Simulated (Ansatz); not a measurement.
`C#[C][Ge]([F])([F])[F]` + HBr → `[F][Ge]([F])([F])[Br]` + `C#C` at 600 K and 1 bar (ligand exchange at a Ge–C bond).

Isolated molecules relaxed with PBE0-D4/def2-TZVP in Ansatz; ΔE leaves out vibrations. CCSD(T)/CBS is the MP2 limit (def2-TZVPP, def2-QZVPP) plus CCSD(T) − MP2 in def2-TZVPP, frozen cores. This one scheme is used for every species. For Br, Ge outer-core shells are correlated without core-valence functions, which leaves a few kJ/mol of doubt a bond. Scalar relativity is left out up to krypton.

```csv
species,CCSD(T)/CBS energy (Eh),H − E (kJ/mol),S (J/(mol·K))
`C#[C][Ge]([F])([F])[F]`,-2452.25077,127.0,428.5
HBr,-2573.91920,33.5,219.1
`[F][Ge]([F])([F])[Br]`,-4948.96178,69.6,404.4
`C#C`,-77.22717,96.2,235.4
```

H − E and S are ideal-gas, rigid-rotor, harmonic terms from PBE0-D4/def2-TZVP. 1 Eh = 2625.50 kJ/mol, R = 8.31446 J/(mol·K).

**Question.** By hand: ΔE, ΔH, ΔS and ΔG.

**Answer.** ΔE = (-4948.96178) + (-77.22717) − (-2452.25077) − (-2573.91920) = -0.01898 Eh = -49.8 kJ/mol. Δ(H − E) = 69.6 + 96.2 − 127.0 − 33.5 = 5.3, so ΔH = -44.5 kJ/mol. ΔS = 404.4 + 235.4 − 428.5 − 219.1 = -7.8 J/(mol·K). ΔG = -44.5 − 600 × (-7.8)/1000 = -39.8 kJ/mol.

**Question.** By hand: the equilibrium constant, and the temperature at which ΔG would vanish if ΔH and ΔS stayed fixed.

**Answer.** log₁₀ K = −ΔG/(RT ln 10) = 3.5. ΔG = 0 at ΔH/ΔS = 5705 K, far beyond where these terms or the molecules hold.

The number of gas molecules stays the same, so ΔS is small and ΔH decides. A doubt of 5 kJ/mol in ΔE shifts log₁₀ K by 0.4 here. These are equilibria of isolated gas molecules and say nothing of rates. Largest T1 diagnostic: 0.013 (customary marks: 0.02 for closed shells, 0.045 for open ones).
